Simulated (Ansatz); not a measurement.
Relaxation of ClGaH6NP (10 atoms, charge 0, multiplicity 1), to a largest force component of 0.03 eV/Å in at most 50 steps.

Method: RHF/def2-SVP in Ansatz 0.2.0.

```xyz
10
Properties=species:S:1:pos:R:3:forces:R:3
Ga 0.076 -0.121 -0.140 0.04 -0.45 0.49
Cl 0.118 -0.859 1.952 0.02 -0.13 -0.55
N 1.657 -0.222 -0.994 0.04 0.04 -0.07
H 2.504 -0.526 -0.554 -0.02 -0.01 -0.03
H 1.812 0.073 -1.940 0.00 -0.03 0.09
H -1.275 0.363 -0.721 -0.02 0.02 -0.02
P -0.094 3.033 1.362 -0.02 0.19 0.16
H 0.936 3.431 2.241 0.00 0.02 0.00
H 0.778 2.749 0.285 0.01 0.00 -0.04
H -0.151 1.703 1.845 -0.05 0.37 -0.02
```

**Question.** Where does it end, and by what steps?

**Answer.** The run converged. The force dipped under the threshold on the way, but the program's further checks kept it going. After 29 steps the energy has fallen by 0.211 eV; H9 moved furthest, 1.32 Å.

```tsv
step	energy less start (eV)	largest force component (eV/Å)	accepted
0	0.0000	0.551	yes
2	-0.1539	0.158	yes
4	-0.1879	0.109	yes
6	-0.1922	0.033	yes
8	-0.1935	0.227	yes
10	-0.1979	0.021	yes
12	-0.1997	0.115	yes
14	-0.2011	0.055	yes
16	-0.2031	0.081	yes
18	-0.2046	0.087	yes
20	-0.2042	0.303	no
22	-0.2061	0.006	yes
24	-0.2066	0.227	no
26	-0.2089	0.067	yes
28	-0.2096	0.103	yes
29	-0.2107	0.011	yes
```

```xyz
10
Properties=species:S:1:pos:R:3
Ga 0.154 -0.402 -0.348
Cl -0.025 -1.089 1.704
N 1.808 -0.525 -1.052
H 2.600 -0.882 -0.554
H 2.051 -0.251 -1.983
H -1.102 0.138 -1.085
P 0.019 3.572 1.968
H 1.410 3.394 1.791
H -0.306 3.444 0.598
H -0.247 2.225 2.297
```

Whether the end is a true minimum wasn't checked by a vibrational analysis.

Run time: 68 s on 2 threads of Intel(R) Xeon(R) Platinum 8259CL CPU @ 2.50GHz (Skylake/Cascade Lake), on a shared host, peak memory 0.27 GiB.
